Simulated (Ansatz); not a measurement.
Consider the substitution at a C–C bond: `C=C(C)C=S` + `C[O][Ge][SH]` → `C[O][Ge][S]C` + `C=CC=S`.

Gas-phase electronic energies from Ansatz, PBE0-D4/def2-TZVP geometries. CBS: MP2 limit from def2 TZ/QZ plus the TZ coupled-cluster correction, frozen cores. DFT in def2-TZVPP. B3LYP here is the variant with VWN-RPA as its local correlation; programs differ in this. For Ge outer-core shells are correlated without core-valence functions, which leaves a few kJ/mol of doubt a bond. Scalar relativity is left out up to krypton. One conformer a species, not always the lowest.

`C=C(C)C=S`:

```xyz
11

C     1.144   -0.915   -0.314
C     0.072   -0.154   -0.052
C     0.169    1.260    0.411
C    -1.236   -0.758   -0.234
S    -2.664   -0.040    0.019
H     2.154   -0.537   -0.202
H     1.033   -1.941   -0.649
H     1.210    1.572    0.502
H    -0.347    1.927   -0.284
H    -0.327    1.382    1.377
H    -1.208   -1.796   -0.575
```

`C[O][Ge][SH]`:

```xyz
8

C     0.370    0.840   -0.446
O    -0.126   -0.219   -1.222
Ge   -0.826   -1.787   -0.756
S    -0.751   -1.732    1.510
H    -0.402    1.260    0.209
H     1.220    0.526    0.171
H     0.712    1.629   -1.120
H    -0.197   -0.517    1.656
```

`C[O][Ge][S]C`:

```xyz
11

C     0.395    2.037   -0.666
O     0.095    0.801   -0.061
Ge   -0.427    0.725    1.655
S    -0.682   -1.482    1.802
C    -0.265   -2.187    0.185
H     1.431    2.032   -1.018
H     0.270    2.887    0.018
H    -0.262    2.194   -1.527
H    -1.137   -2.715   -0.198
H     0.556   -2.892    0.316
H     0.028   -1.399   -0.506
```

`C=CC=S`:

Cartesian coordinates in Å:
```
C 0.006 -0.752 -1.020
C -0.331 -0.315 0.197
C 0.234 0.889 0.756
S -0.115 1.491 2.216
H 0.721 -0.211 -1.631
H -0.418 -1.656 -1.439
H -1.045 -0.853 0.812
H 0.949 1.405 0.110
```

```
             level  ΔE (kJ/mol)
            B97M-V         30.2
      CAM-B3LYP-D4         28.0
           ωB97X-V         27.3
             B3LYP         21.9
           r2SCAN0         27.1
         CAM-B3LYP         26.0
       HF/def2-SVP         31.2
SCS-MP2/def2-QZVPP         26.3
```

(1) What does CCSD(T)/CBS give? (Estimate.)

Largest T1 diagnostic among the species: 0.016.

## Answers

(1) Ansatz gave: +26.2 kJ/mol. The listed levels differ from it by 4.0, 1.8, 1.1, -4.3, 0.9, -0.2, 5.0, 0.1 kJ/mol.

Leaving LDA and LC-ωPBE aside and taking each functional with its dispersion term where it has one, the values, not all of them listed here, spread over 5.9 kJ/mol, from B2PLYP to B97M-V. LDA lies +11.6 kJ/mol from PBE without D4. The D4 term adds +3.9 kJ/mol with B3LYP and +2.0 kJ/mol with PBE0; it sums over pairs of atoms, weighted by their polarisabilities, and B3LYP, whose exchange is more repulsive, gets the larger term.
